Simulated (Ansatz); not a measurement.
A nudged elastic band was laid between two geometries of C2H6N2Sn (11 atoms, charge 0, multiplicity 1).

The calculation used RKS revPBE-D4/def2-SVP in Ansatz 0.2.0.

```
movable images  : 5
climbing image  : yes
spring          : 5.0 eV/Å²
optimiser       : quadratic models (default)
start path      : through a guess of the saddle point
force threshold : 0.03 eV/Å
iteration limit : 60
end points      : relaxed
```

First end point:

```xyz
11
Properties=species:S:1:pos:R:3
C 1.294 2.071 0.441
C 0.463 1.156 0.948
N -0.301 0.343 1.466
Sn -1.041 -1.338 0.377
N -0.395 -1.392 -1.590
H 2.382 1.951 0.542
H 0.896 2.980 -0.034
H -0.425 -2.723 1.198
H -2.757 -1.174 0.390
H 0.636 -1.394 -1.630
H -0.686 -0.537 -2.087
```

Last end point:

```xyz
11
Properties=species:S:1:pos:R:3
C 1.046 2.462 0.893
C 0.956 1.136 0.760
N 0.947 -0.090 0.651
Sn -0.846 -1.148 0.176
N -0.685 -2.043 -1.679
H 1.276 3.094 0.023
H 0.916 2.932 1.879
H -0.943 -2.407 1.351
H -2.172 -0.035 0.122
H 0.164 -2.624 -1.733
H -0.593 -1.335 -2.422
```

Q: Which bonds break or form, and what moves?

A: No bond is made or broken. The dihedral C2–N3–Sn4–N5 goes from -2 to 114°.

Q: Give the energies along the band, and the barrier.

A: The run converged. The highest image is number 4 of 0 to 6, 0.027 eV above the first end and 0.009 eV above the last; the last end lies 0.018 eV above the first. A vibrational analysis at the climbing image gives no mode beyond 40i cm⁻¹: the surface is too flat there to confirm a saddle point.

| image | path coordinate (Å) | energy (eV) | dihedral C2–N3–Sn4–N5 (°) |
| --- | --- | --- | --- |
| 0 | 0.00 | 0.000 | -2 |
| 1 | 0.71 | 0.003 | 16 |
| 2 | 1.42 | 0.013 | 35 |
| 3 | 2.13 | 0.024 | 56 |
| 4 | 2.84 | 0.027 | 75 |
| 5 | 3.58 | 0.022 | 95 |
| 6 | 4.32 | 0.018 | 114 |

Q: What is the geometry of the highest image?

A: 
```xyz
11
Properties=species:S:1:pos:R:3:forces:R:3
C 1.051 2.358 0.696 0.00 0.00 0.01
C 0.796 1.068 0.934 -0.01 0.00 0.00
N 0.618 -0.120 1.201 0.01 0.00 0.00
Sn -0.937 -1.248 0.263 0.00 0.00 0.00
N -0.475 -1.750 -1.690 0.00 0.00 0.00
H 1.763 2.648 -0.090 0.00 0.00 0.00
H 0.577 3.139 1.307 0.00 0.00 0.00
H -1.014 -2.707 1.175 0.00 0.00 0.00
H -2.376 -0.288 0.235 0.00 0.00 0.00
H 0.424 -2.251 -1.739 0.00 0.00 0.00
H -0.362 -0.906 -2.271 0.00 0.00 0.00
```

Time of the run: 5.4 min on 2 threads of Arm Neoverse V1, on a shared host, peak memory 0.15 GiB.
